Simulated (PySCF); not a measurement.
C4H7Al (SMILES C=[CH][AlH][CH]=C), singlet, at a GFN2-xTB geometry (such geometries of metal compounds can be far from the true shape); DF-R2SCAN/def2-TZVPPD (PySCF).

PySCF was given this input:
```python
from pyscf import gto, scf, dft

mol = gto.Mole()
mol.atom = '''
    Al   -0.179286   -0.042845    0.115995
    H    -1.456445   -0.348051    0.942299
    C    -0.333003    1.522734   -1.090884
    C    -1.525126    2.123759   -1.055131
    H     0.419225    1.941247   -1.762384
    H    -1.789917    2.992468   -1.645309
    H    -2.307952    1.747194   -0.403975
    C     1.331412   -1.284141    0.444928
    C     1.071171   -2.232243    1.348834
    H     2.323026   -1.285923   -0.011812
    H     1.775948   -2.995806    1.654347
    H     0.100110   -2.274808    1.832415
'''
mol.basis = 'def2-tzvppd'
mol.charge = 0
mol.spin = 0
mol.verbose = 4
mol.max_memory = 1800
mol.build()

mf = dft.RKS(mol)
mf.xc = 'r2scan'
mf = mf.density_fit(auxbasis='def2-universal-jkfit')
mf.kernel()
```

It wrote (shortened):

```
PySCF version 2.14.0

[INPUT] verbose = 4
[INPUT] num. atoms = 12
[INPUT] num. electrons = 44
[INPUT] charge = 0
[INPUT] spin (= nelec alpha-beta = 2S) = 0
[INPUT] symmetry False subgroup None
[INPUT] Mole.unit = angstrom
[INPUT] Symbol           X                Y                Z      unit          X                Y                Z       unit  Magmom
[INPUT]  1 Al    -0.179286000000  -0.042845000000   0.115995000000 AA   -0.338801437969  -0.080965315807   0.219198781819 Bohr   0.0
[INPUT]  2 H     -1.456445000000  -0.348051000000   0.942299000000 AA   -2.752282165492  -0.657721067381   1.780687037452 Bohr   0.0
[INPUT]  3 C     -0.333003000000   1.522734000000  -1.090884000000 AA   -0.629284468659   2.877550220563  -2.061471993670 Bohr   0.0
[INPUT]  4 C     -1.525126000000   2.123759000000  -1.055131000000 AA   -2.882070445453   4.013322864580  -1.993908615538 Bohr   0.0
[INPUT]  5 H      0.419225000000   1.941247000000  -1.762384000000 AA    0.792220434571   3.668425170134  -3.330423086315 Bohr   0.0
[INPUT]  6 H     -1.789917000000   2.992468000000  -1.645309000000 AA   -3.382452915703   5.654944956525  -3.109183400282 Bohr   0.0
[INPUT]  7 H     -2.307952000000   1.747194000000  -0.403975000000 AA   -4.361397188642   3.301718146483  -0.763402111171 Bohr   0.0
[INPUT]  8 C      1.331412000000  -1.284141000000   0.444928000000 AA    2.516004038959  -2.426674795325   0.840792065150 Bohr   0.0
[INPUT]  9 C      1.071171000000  -2.232243000000   1.348834000000 AA    2.024219822576  -4.218327913477   2.548926847502 Bohr   0.0
[INPUT] 10 H      2.323026000000  -1.285923000000  -0.011812000000 AA    4.389882920244  -2.430042287279  -0.022321444983 Bohr   0.0
[INPUT] 11 H      1.775948000000  -2.995806000000   1.654347000000 AA    3.356055331469  -5.661252862329   3.126262744996 Bohr   0.0
[INPUT] 12 H      0.100110000000  -2.274808000000   1.832415000000 AA    0.189180482330  -4.298764105970   3.462762496545 Bohr   0.0

nuclear repulsion = 175.274852234118
number of shells = 117
number of NR pGTOs = 410
number of NR cGTOs = 315
basis = def2-tzvppd
ecp = {}

******** <class 'pyscf.df.df_jk.DFRKS'> ********
method = DFRKS
initial guess = minao
damping factor = 0
level_shift factor = 0
DIIS = <class 'pyscf.scf.diis.CDIIS'>
diis_start_cycle = 1
diis_space = 8
diis_damp = 0
SCF conv_tol = 1e-09
SCF conv_tol_grad = None
SCF max_cycles = 50
direct_scf = False
XC library pyscf.dft.libxc version 7.1.2
    S. Lehtola, C. Steigemann, M. J. T. Oliveira, and M. A. L. Marques,  SoftwareX 7, 1–5 (2018)
XC functionals = r2scan
    J. W. Furness, A. D. Kaplan, J. Ning, J. P. Perdew, and J. Sun,  J. Phys. Chem. Lett. 11, 8208–8215 (2020)
    J. W. Furness, A. D. Kaplan, J. Ning, J. P. Perdew, and J. Sun,  J. Phys. Chem. Lett. 11, 9248–9248 (2020)
    J. W. Furness, A. D. Kaplan, J. Ning, J. P. Perdew, and J. Sun,  J. Phys. Chem. Lett. 11, 8208–8215 (2020)
    J. W. Furness, A. D. Kaplan, J. Ning, J. P. Perdew, and J. Sun,  J. Phys. Chem. Lett. 11, 9248–9248 (2020)
radial grids:
    Treutler-Ahlrichs [JCP 102, 346 (1995); DOI:10.1063/1.469408] (M4) radial grids

becke partition: Becke, JCP 88, 2547 (1988); DOI:10.1063/1.454033
pruning grids: <function nwchem_prune>
grids dens level: 3
symmetrized grids: False
atomic radii adjust function: <function treutler_atomic_radii_adjust>
small_rho_cutoff = 0
Set gradient conv threshold to 3.16228e-05
Initial guess from minao.
tot grids = 144312
init E= -398.982666923953
  HOMO = -0.329542554413868  LUMO = -0.135525331878977  gap/eV = 5.27948
cycle= 1 E= -398.851848703515  delta_E= 0.131  |g|= 0.574  |ddm|= 3.12
  HOMO = -0.168177749468281  LUMO = -0.0406544684864905  gap/eV = 3.47009
cycle= 2 E= -398.763940829743  delta_E= 0.0879  |g|= 0.795  |ddm|=    2
  HOMO = -0.24798740398395  LUMO = -0.0778303107314144  gap/eV = 4.63021
cycle= 3 E= -398.942253434785  delta_E= -0.178  |g|= 0.0593  |ddm|= 0.893
  HOMO = -0.245117817802635  LUMO = -0.0792073097282824  gap/eV = 4.51465
cycle= 4 E= -398.942281664825  delta_E= -2.82e-05  |g|= 0.0627  |ddm|= 0.133
  HOMO = -0.247325703923191  LUMO = -0.0789914457516794  gap/eV = 4.58061
cycle= 5 E= -398.943378877965  delta_E= -0.0011  |g|= 0.0113  |ddm|= 0.0506
  HOMO = -0.247057024805475  LUMO = -0.0786964214782344  gap/eV = 4.58133
cycle= 6 E= -398.943421162006  delta_E= -4.23e-05  |g|= 0.00173  |ddm|= 0.0191
  HOMO = -0.247198474170608  LUMO = -0.0788301789792278  gap/eV = 4.58153
cycle= 7 E= -398.94342206486  delta_E= -9.03e-07  |g|= 0.000425  |ddm|= 0.00365
  HOMO = -0.247176177739212  LUMO = -0.078805168454597  gap/eV = 4.58161
cycle= 8 E= -398.943422115904  delta_E= -5.1e-08  |g|= 9.58e-05  |ddm|= 0.00148
  HOMO = -0.247190764058022  LUMO = -0.078815049075974  gap/eV = 4.58174
cycle= 9 E= -398.943422118038  delta_E= -2.13e-09  |g|= 9.35e-06  |ddm|= 0.000269
  HOMO = -0.247190281439253  LUMO = -0.0788138301158803  gap/eV = 4.58176
cycle= 10 E= -398.943422118065  delta_E= -2.75e-11  |g|= 1.7e-06  |ddm|= 4.72e-05
  HOMO = -0.247190219422301  LUMO = -0.0788138133060663  gap/eV = 4.58176
Extra cycle  E= -398.943422118064  delta_E= 1.48e-12  |g|= 2.98e-06  |ddm|= 9.27e-06
converged SCF energy = -398.943422118064
```
